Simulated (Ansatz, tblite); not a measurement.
Forces on Sr3S4⁻ at its PBE-D4/def2-SVPD geometry. The state is a doublet with charge -1.

In the def2 sets Sr takes a core potential; there is no spin–orbit coupling. The xTB rows come from tblite. Another isomer (doublet) lies 0.47 eV lower at PBE0-D4/def2-TZVPD; other spin states weren't run for this one.

GFN1-xTB (tblite), largest force 0.95 eV/Å:

```xyz
7
positions Å, forces eV/Å
Sr    1.036    0.635    0.154   -0.054   -0.128   -0.486
Sr   -1.399   -0.078    2.981    0.464    0.185   -0.318
Sr   -0.860   -1.062   -2.253    0.605    0.390    0.140
S     0.165    1.484   -2.467   -0.165   -0.583    0.729
S     1.848   -1.310   -1.825   -0.724    0.335    0.513
S    -1.665   -0.927    0.439    0.404    0.265    0.017
S     0.875    1.258    2.972   -0.531   -0.466   -0.596
```

GFN2-xTB (tblite), largest force 0.24 eV/Å:

```
Sr -0.106 -0.046 0.084
Sr 0.043 -0.029 -0.236
Sr 0.164 0.106 0.000
S -0.178 -0.024 0.027
S -0.110 -0.131 0.053
S 0.194 0.124 0.051
S -0.006 -0.001 0.021
```

PBE-D4/def2-TZVPD (Ansatz), largest force 0.20 eV/Å:

```
Sr -0.034 -0.031 -0.066
Sr 0.143 0.047 -0.128
Sr 0.140 0.102 0.075
S -0.048 -0.097 0.059
S -0.117 0.016 0.033
S 0.072 0.062 0.053
S -0.156 -0.098 -0.026
```
